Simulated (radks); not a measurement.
Correlation energies from several functionals, in hartree. Species: Re [Xe] 4f14 5d5 6s2; K4+ [Ne] 3s2 3p3. Method: non-relativistic Kohn-Sham, PBE, spin-polarised, spherical densities, point nucleus; computed with a radial shooting solver on a logarithmic mesh with Libxc functionals. Every spin shell is full or empty, so the densities are truly spherical. Functionals are evaluated on that one density, not self-consistently.

functional	Re	K4+
PW92	-7.6678	-1.2617
VWN5	-7.7000	-1.2682
PZ	-7.6677	-1.2547
PBE	-4.4751	-0.57326
PBEsol	-5.0207	-0.67496
LYP	-3.9926	-0.63292
PW91	-4.8066	-0.63821
AM05	-7.2157	-1.1451
OP (B88)	-3.8993	-0.60547
r2SCAN	-4.5552	-0.57998
B95	-5.5422	-0.69787
Tao-Mo	-4.3703	-0.52768
